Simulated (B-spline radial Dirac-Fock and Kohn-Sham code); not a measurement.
Kohn-Sham estimates against Dirac-Fock for the levels of Se⁴⁺

System: Se⁴⁺, configuration [Ar] 3d10 4s1 4p1 (not the ground configuration).

The density-functional columns are spherical, spin-unpolarised Dirac-Kohn-Sham results without Breit or QED terms: −ε is minus the orbital energy of the initial state and ΔSCF the difference of two total energies. The reference in the last column comes from Dirac-Fock ΔSCF + Breit + QED. All numbers are from a radial atomic solver, in eV; a selection of levels is shown. For the 1s level of heavy atoms much of the gap between ΔSCF and the reference is the Breit and QED part, -27.3 eV here; for other levels the error of the functional can be larger.

| level | LDA −ε | LDA ΔSCF | Dirac-Fock |
| --- | --- | --- | --- |
| 1s | 12533.8 | 12748.0 | 12723.1 |
| 2s | 1657.5 | 1694.3 | 1724.8 |
| 2p1/2 | 1494.0 | 1538.8 | 1541.7 |
| 2p3/2 | 1452.3 | 1495.9 | 1500.7 |
| 3p1/2 | 209.6 | 224.7 | 234.3 |
| 3p3/2 | 203.7 | 218.6 | 228.4 |
| 3d3/2 | 106.6 | 121.2 | 118.8 |
| 3d5/2 | 105.7 | 120.2 | 118.0 |
| 4s | 63.01 | 69.88 | 68.04 |
| 4p | 49.26 | 55.35 | 53.82 |

Values without a named source are computed, but for edge energies of neutral atoms, which are taken from tables.
